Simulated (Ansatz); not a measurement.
C$_{2}$H$_{8}$AlClSe, SMILES `[CH3][Al-]([CH3])([Cl])[SeH2+]`, relaxed with RKS PBE0-D4/def2-TZVP in the Gaussian-basis code of Ansatz from a PBE-D4/def2-SVP geometry. The force threshold is 0.005 eV/Å; the program also tests the step.

Total charge 0; spin multiplicity 1.

Start:

```xyz
13

C    -0.403   -1.524   -1.157
Al   -0.479   -0.067    0.166
C    -0.607    1.838   -0.316
Cl   -1.313   -0.602    2.095
Se    2.143   -0.108    0.942
H     0.283   -1.298   -2.001
H    -0.096   -2.495   -0.714
H    -1.411   -1.684   -1.599
H    -0.396    2.515    0.538
H    -1.640    2.070   -0.655
H     0.072    2.114   -1.150
H     1.862    0.641    2.193
H     1.984   -1.400    1.658
```

| step | energy (eV) | largest force (eV/Å) | largest move (Å) |
| --- | --- | --- | --- |
| 1 | -86660.4729 | 0.524 | 0.000 |
| 2 | -86660.5099 | 0.142 | 0.026 |
| 3 | -86660.5126 | 0.023 | 0.019 |
| 4 | -86660.5129 | 0.007 | 0.013 |
| 5 | -86660.5130 | 0.003 | 0.003 |

End:

```xyz
13

C    -0.404   -1.514   -1.151
Al   -0.470   -0.067    0.162
C    -0.606    1.825   -0.314
Cl   -1.310   -0.595    2.067
Se    2.130   -0.108    0.941
H     0.276   -1.291   -1.979
H    -0.099   -2.466   -0.708
H    -1.397   -1.672   -1.587
H    -0.395    2.485    0.532
H    -1.622    2.056   -0.649
H     0.069    2.095   -1.132
H     1.852    0.641    2.174
H     1.977   -1.388    1.644
```

Hardware: 4 threads of an Arm Neoverse V2 on a shared host. Wall time 40 s, peak host memory 0.83 GiB.
